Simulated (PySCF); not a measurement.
C10H9NS, SMILES c1(sccn1)-c1ccccc1C, singlet (GFN2-xTB optimised geometry):

```
21

C     -1.764    -2.135    -0.039
C     -0.298    -1.857    -0.017
C      0.600    -2.916    -0.015
C      1.967    -2.716     0.005
C      2.471    -1.425     0.022
C      1.600    -0.357     0.019
C      0.215    -0.547     0.001
C     -0.649     0.613     0.000
N     -1.939     0.613     0.000
C     -2.467     1.852     0.000
C     -1.566     2.869     0.000
S      0.034     2.250     0.000
H     -2.244    -1.706     0.838
H     -2.226    -1.670    -0.908
H     -1.950    -3.206    -0.063
H      0.213    -3.925    -0.028
H      2.638    -3.562     0.007
H      3.536    -1.254     0.037
H      1.991     0.650     0.033
H     -3.536     1.961     0.001
H     -1.742     3.925     0.000
```

Calculation: B3LYP/def2-SVP (PySCF 2.14.0).

Task: What are the frontier orbital energies and the dipole moment?

Result: HOMO-2 -7.30 eV, HOMO-1 -6.90 eV, HOMO -6.13 eV, LUMO -1.53 eV, LUMO+1 -0.18 eV; dipole moment 0.74 D.

Meta-Löwdin charges at B3LYP/def2-SVP: C1 -0.29, C2 0.04, C3 -0.11, C4 -0.09, C5 -0.11, C6 -0.10, C7 -0.02, C8 0.03, N9 -0.26, C10 -0.03, C11 -0.25, S12 0.21, H13 0.12, H14 0.12, H15 0.09, H16 0.10, H17 0.10, H18 0.10, H19 0.10, H20 0.12, H21 0.13.
